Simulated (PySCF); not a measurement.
C3H6F2Si.

```xyz
12

F      0.8770     1.9206     0.0000
Si    -0.5804     1.1813     0.0000
C     -0.2008    -0.6526     0.0000
F     -1.3614    -1.4111     0.0000
C      0.9610    -1.2396    -0.7536
C      0.9610    -1.2396     0.7536
H     -1.3169     1.5847     1.2253
H     -1.3169     1.5847    -1.2253
H      1.6368    -0.5630    -1.2848
H      0.7594    -2.1884    -1.2581
H      1.6368    -0.5630     1.2848
H      0.7594    -2.1884     1.2581
```
Charge 0, spin multiplicity 1.

Geometry: B3LYP-D3(BJ)/def2-SVP. The structure was generated by enumeration, and PubChem lists no compound with its InChIKey, so it may never have been made. One conformer was computed; it need not be the lowest.

Computed with PBE0/pcSseg-1 in PySCF. Non-relativistic, no solvent.

Computed absolute GIAO shielding of each atom: isotropic value and principal components (ppm):
| atom | σ(iso) | σ11 | σ22 | σ33 | span |
|---|---|---|---|---|---|
| F1 | 402.9 | 388.2 | 391.1 | 429.4 | 41.2 |
| Si2 | 356.6 | 316.2 | 357.6 | 395.9 | 79.7 |
| C3 | 117.0 | 56.1 | 76.1 | 218.7 | 162.6 |
| F4 | 420.7 | 385.9 | 405.6 | 470.5 | 84.7 |
| C5 | 173.8 | 143.4 | 170.0 | 208.0 | 64.6 |
| C6 | 173.8 | 143.4 | 170.0 | 208.0 | 64.6 |
| H7 | 26.1 | 23.3 | 24.1 | 30.8 | 7.6 |
| H8 | 26.1 | 23.3 | 24.1 | 30.8 | 7.6 |
| H9 | 30.4 | 24.6 | 27.6 | 39.1 | 14.6 |
| H10 | 30.2 | 25.0 | 26.9 | 38.6 | 13.5 |
| H11 | 30.4 | 24.6 | 27.6 | 39.1 | 14.6 |
| H12 | 30.2 | 25.0 | 26.9 | 38.6 | 13.5 |
